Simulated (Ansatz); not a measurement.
```yaml
crystal:
  periodic: [false, false, false]
  atoms:
    - {symbol: N, position_ang: [-0.531182, 0.146143, -0.988818]}
    - {symbol: In, position_ang: [0.616209, -0.177907, 1.086900]}
    - {symbol: H, position_ang: [0.069939, -0.080384, -1.772347]}
    - {symbol: H, position_ang: [-1.352992, -0.444054, -1.042433]}
    - {symbol: H, position_ang: [-0.829021, 1.109327, -1.089543]}
    - {symbol: H, position_ang: [-0.700190, 0.311336, 2.107867]}
    - {symbol: H, position_ang: [0.922654, -1.873102, 0.870029]}
    - {symbol: H, position_ang: [1.896783, 0.951640, 0.772445]}
basis:
  gaussian: {orbitals: def2-TZVPD}
hamiltonian: {xc: {name: HF}}
correlation: {method: mp2, frozen_orbitals: {N: 9}}
output: {forces: true}
```

```sh
$ ansatz run in.yaml --threads 2 --pin off --events-out ev --progress --plain --max-ram 32768MiB --backend cpu
```

Problem. How does Ansatz answer? (An estimate is asked.)

Solution. Computed: The program refused the input.
```
Functional definition: HF
Error: "frozen_orbitals" has no count for In
```
